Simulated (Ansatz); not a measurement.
A first, cheap relaxation of AlBrCl2 (`[Cl][Al]([Cl])[Br]`).

```yaml
crystal:
  periodic: [false, false, false]
  atoms:
    - {symbol: Cl, position_ang: [0.011000, 0.399900, 2.193600]}
    - {symbol: Al, position_ang: [0.004500, -0.035600, 0.022700]}
    - {symbol: Cl, position_ang: [1.138000, -1.766900, -0.713900]}
    - {symbol: Br, position_ang: [-1.097900, 1.342300, -1.522700]}
basis:
  gaussian: {orbitals: def2-SVP}
hamiltonian: {xc: pbe, dispersion: d4}
relax: {f_tol: 0.03, max_steps: 200}
```

```sh
$ ansatz run in.yaml --threads 2 --pin off --events-out ev --progress --plain
```

Output, abridged:

```
Functional definition: PBE
mean field -101650.97149307 eV, -3735.6043008671 hartree, gradient 4.0e-5 eV, S^2 0.000000; 0 other end points of the search recorded, 0 dependent functions left out
relax step   1: F+E_penalty+E_count = -101651.10964245 eV  Δ(F+E_penalty+E_count) = +0.000e0 eV  max|allowed force component| = 1.626e0 eV/Å  Δτ_max = 0.0000 Å  (24 SCF iters, accepted)
mean field -101651.21678992 eV, -3735.6133153600 hartree, gradient 8.3e-6 eV, S^2 0.000000; 0 other end points of the search recorded, 0 dependent functions left out
relax step   2: F+E_penalty+E_count = -101651.36262917 eV  Δ(F+E_penalty+E_count) = -2.530e-1 eV  max|allowed force component| = 3.664e-1 eV/Å  Δτ_max = 0.1126 Å  (26 SCF iters, accepted)
mean field -101651.22380957 eV, -3735.6135733274 hartree, gradient 5.7e-5 eV, S^2 0.000000; 0 other end points of the search recorded, 0 dependent functions left out
relax step   3: F+E_penalty+E_count = -101651.37073392 eV  Δ(F+E_penalty+E_count) = -8.105e-3 eV  max|allowed force component| = 6.101e-2 eV/Å  Δτ_max = 0.0234 Å  (24 SCF iters, accepted)
mean field -101651.22423840 eV, -3735.6135890867 hartree, gradient 5.8e-5 eV, S^2 0.000000; 0 other end points of the search recorded, 0 dependent functions left out
relax step   4: F+E_penalty+E_count = -101651.37097474 eV  Δ(F+E_penalty+E_count) = -2.408e-4 eV  max|allowed force component| = 9.930e-3 eV/Å  Δτ_max = 0.0092 Å  (23 SCF iters, accepted)
mean field -101651.22423840 eV, -3735.6135890867 hartree, gradient 5.8e-5 eV, S^2 0.000000; 1 other end points of the search recorded, 0 dependent functions left out
Total energy: -101651.37100685 eV, -3735.6189827278 hartree
Atom 0 at    -0.006626     0.389645     2.067927 Å, force     0.004743    -0.006489     0.001812 eV/Å
Atom 1 at     0.030841    -0.035615     0.017372 Å, force    -0.007481     0.008834    -0.009930 eV/Å
Atom 2 at     1.089850    -1.703587    -0.677864 Å, force     0.002426    -0.002054     0.007680 eV/Å
Atom 3 at    -1.058465     1.289258    -1.427735 Å, force     0.000312    -0.000290     0.000438 eV/Å
Dipole moment:    -0.020868     0.025448    -0.027715 e Å
```

It took 7 s on 2 threads of a server CPU on a shared host, with 0.13 GiB of host memory at the peak.
